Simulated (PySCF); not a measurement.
C4H8Si, SMILES C=C=C(C)[SiH3]. Coordinates come from a PBE-D3(BJ)/def2-SVP optimisation. The structure was generated by enumeration, and PubChem lists no compound with its InChIKey, so it may never have been made.

Task: Give the equilibrium geometry at PBE-D3(BJ)/def2-SVP (PySCF confirms it by a frequency run) as Cartesian coordinates in Å, and its point group. (Estimate from the structure and the level; the computed values follow.)

Result: point group Cs.
```xyz
13

C      0.6572    -2.4396     0.0000
C      0.1126    -1.2389     0.0000
C     -0.4096    -0.0247     0.0000
C     -1.9021     0.2468     0.0000
Si     0.7883     1.4376     0.0000
H      0.8943    -2.9634    -0.9421
H      0.8943    -2.9634     0.9421
H     -2.4890    -0.6921     0.0000
H     -2.1954     0.8414     0.8912
H     -2.1954     0.8414    -0.8912
H      0.5491     2.2997    -1.2141
H      0.5491     2.2997     1.2141
H      2.2072     0.9484     0.0000
```
Charge 0, spin multiplicity 1.
